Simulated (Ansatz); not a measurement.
Steps of a relaxation of `CO[Si](F)(F)C#N` with RKS PBE-D4/def2-SVP.

```sh
$ ansatz run in.yaml --threads 4 --pin off --events-out ev --progress --plain --max-ram 10444MiB
```

```yaml
crystal:
  periodic: [false, false, false]
  atoms:
    - {symbol: C, position_ang: [0.534900, -1.231600, 0.970900]}
    - {symbol: O, position_ang: [0.901100, -0.563400, -0.242700]}
    - {symbol: Si, position_ang: [-0.228500, 0.408600, -1.056100]}
    - {symbol: F, position_ang: [-1.496100, -0.409600, -1.138900]}
    - {symbol: F, position_ang: [0.355500, 0.632600, -2.550100]}
    - {symbol: C, position_ang: [-0.523900, 2.086100, -0.215100]}
    - {symbol: N, position_ang: [-0.696200, 3.086100, 0.326200]}
    - {symbol: H, position_ang: [-0.306200, -1.861200, 0.773600]}
    - {symbol: H, position_ang: [0.212700, -0.431500, 1.762400]}
    - {symbol: H, position_ang: [1.329800, -1.767400, 1.372600]}
basis:
  gaussian: {orbitals: def2-SVP}
hamiltonian: {xc: pbe, dispersion: d4}
relax: {f_tol: 0.03, max_steps: 200}
```

Positions (Å) and forces (eV/Å) along the path, 9 of 9 steps:

```xyz
10
step=1 energy=-18947.8096 eV
C     0.535   -1.232    0.971   -1.791    3.726    0.058
O     0.901   -0.563   -0.243   -0.510    1.042   -0.544
Si   -0.229    0.409   -1.056    5.317    1.698    0.919
F    -1.496   -0.410   -1.139   -4.438   -2.168   -0.280
F     0.355    0.633   -2.550   -0.143    0.238    0.399
C    -0.524    2.086   -0.215    0.515   -3.414   -1.817
N    -0.696    3.086    0.326   -0.399    2.404    1.314
H    -0.306   -1.861    0.774   -1.083   -1.038    0.000
H     0.213   -0.431    1.762    0.384   -1.157   -0.785
H     1.330   -1.767    1.373    2.150   -1.332    0.735
10
step=2 energy=-18948.2829 eV
C     0.518   -1.194    0.984   -0.408    1.005    0.195
O     0.881   -0.551   -0.243   -0.580    0.690   -0.268
Si   -0.221    0.396   -1.073    2.952    0.634    0.512
F    -1.558   -0.389   -1.189   -2.297   -0.993   -0.216
F     0.378    0.675   -2.548   -0.097    0.050    0.259
C    -0.508    2.033   -0.231   -0.043   -0.253   -0.120
N    -0.679    3.048    0.334    0.040   -0.147   -0.067
H    -0.329   -1.878    0.826   -0.206   -0.319    0.019
H     0.220   -0.451    1.784    0.155   -0.302   -0.416
H     1.381   -1.741    1.360    0.483   -0.366    0.102
10
step=3 energy=-18948.4146 eV
C     0.509   -1.172    1.000    0.234   -0.265   -0.047
O     0.844   -0.554   -0.246   -0.303    0.118   -0.074
Si   -0.212    0.383   -1.086    0.403   -0.095   -0.004
F    -1.637   -0.348   -1.255   -0.174   -0.027   -0.063
F     0.419    0.704   -2.533   -0.032   -0.059    0.040
C    -0.498    1.986   -0.233   -0.103    0.193    0.123
N    -0.668    2.991    0.350    0.031   -0.109   -0.049
H    -0.325   -1.903    0.892    0.099    0.115   -0.035
H     0.237   -0.425    1.770   -0.042    0.112    0.085
H     1.414   -1.714    1.345   -0.111    0.017    0.023
10
step=4 energy=-18948.4220 eV
C     0.518   -1.170    1.004    0.075   -0.095   -0.023
O     0.832   -0.560   -0.252   -0.099    0.004    0.043
Si   -0.210    0.381   -1.092    0.018   -0.068   -0.013
F    -1.648   -0.337   -1.278    0.060    0.061   -0.032
F     0.431    0.698   -2.533   -0.011   -0.032    0.002
C    -0.506    1.981   -0.229   -0.051    0.081    0.042
N    -0.678    2.980    0.361    0.015   -0.051   -0.014
H    -0.328   -1.884    0.902    0.033    0.029    0.009
H     0.259   -0.413    1.774    0.005    0.030    0.015
H     1.413   -1.727    1.346   -0.044    0.041   -0.030
10
step=5 energy=-18948.4250 eV
C     0.519   -1.170    1.006    0.072   -0.056    0.007
O     0.810   -0.580   -0.260   -0.051    0.038    0.021
Si   -0.216    0.380   -1.096    0.034   -0.057   -0.052
F    -1.657   -0.321   -1.308   -0.004    0.039   -0.019
F     0.442    0.697   -2.529    0.000   -0.006   -0.017
C    -0.507    1.977   -0.225   -0.032    0.035    0.034
N    -0.674    2.972    0.374    0.008   -0.021    0.000
H    -0.321   -1.893    0.926    0.006   -0.016    0.013
H     0.262   -0.405    1.768   -0.003    0.042    0.025
H     1.425   -1.709    1.346   -0.031    0.002   -0.013
10
step=6 energy=-18948.4299 eV
C     0.524   -1.165    1.019   -0.009    0.028    0.000
O     0.754   -0.623   -0.282   -0.037   -0.003    0.068
Si   -0.228    0.375   -1.121   -0.092   -0.079   -0.026
F    -1.685   -0.273   -1.401    0.104    0.052    0.010
F     0.478    0.700   -2.529   -0.008    0.006    0.017
C    -0.515    1.955   -0.212    0.006    0.046    0.033
N    -0.674    2.932    0.418    0.008   -0.063   -0.030
H    -0.312   -1.897    1.007    0.023    0.034   -0.007
H     0.296   -0.369    1.764   -0.001   -0.017   -0.046
H     1.446   -1.686    1.340    0.007   -0.004   -0.019
10
step=7 energy=-18948.4315 eV
C     0.526   -1.153    1.026   -0.065    0.029   -0.014
O     0.712   -0.660   -0.299    0.011   -0.027    0.057
Si   -0.239    0.365   -1.137   -0.081   -0.018   -0.064
F    -1.700   -0.248   -1.470    0.099    0.036    0.025
F     0.503    0.704   -2.524   -0.026    0.006    0.031
C    -0.517    1.928   -0.196    0.001    0.052    0.038
N    -0.668    2.890    0.460    0.009   -0.074   -0.043
H    -0.311   -1.884    1.063    0.050    0.032    0.013
H     0.319   -0.330    1.747    0.013   -0.035   -0.035
H     1.460   -1.663    1.334   -0.011    0.000   -0.007
10
step=8 energy=-18948.4324 eV
C     0.524   -1.144    1.026   -0.022    0.027   -0.007
O     0.700   -0.676   -0.309    0.000   -0.031    0.033
Si   -0.241    0.359   -1.146   -0.035    0.003   -0.039
F    -1.701   -0.243   -1.497    0.054    0.017    0.015
F     0.510    0.711   -2.525   -0.021   -0.002    0.028
C    -0.517    1.912   -0.186    0.000    0.015    0.008
N    -0.666    2.862    0.484    0.003   -0.028   -0.013
H    -0.316   -1.868    1.088    0.018    0.020   -0.004
H     0.333   -0.308    1.734    0.000   -0.017   -0.019
H     1.457   -1.656    1.332    0.003   -0.004   -0.003
10
step=9 energy=-18948.4328 eV
C     0.524   -1.133    1.026   -0.013   -0.012    0.001
O     0.693   -0.692   -0.318   -0.003    0.012   -0.028
Si   -0.241    0.353   -1.153    0.027    0.006    0.013
F    -1.698   -0.244   -1.516   -0.016   -0.009   -0.004
F     0.514    0.718   -2.526   -0.001   -0.004    0.007
C    -0.517    1.894   -0.176   -0.003    0.012    0.003
N    -0.666    2.834    0.508    0.001   -0.011   -0.005
H    -0.326   -1.844    1.107    0.008    0.003    0.006
H     0.348   -0.282    1.720    0.006   -0.003    0.001
H     1.452   -1.654    1.332   -0.006    0.005    0.005
```

Hardware: 4 threads of an Intel Xeon on a shared host. Wall time 11 s, peak host memory 0.21 GiB.
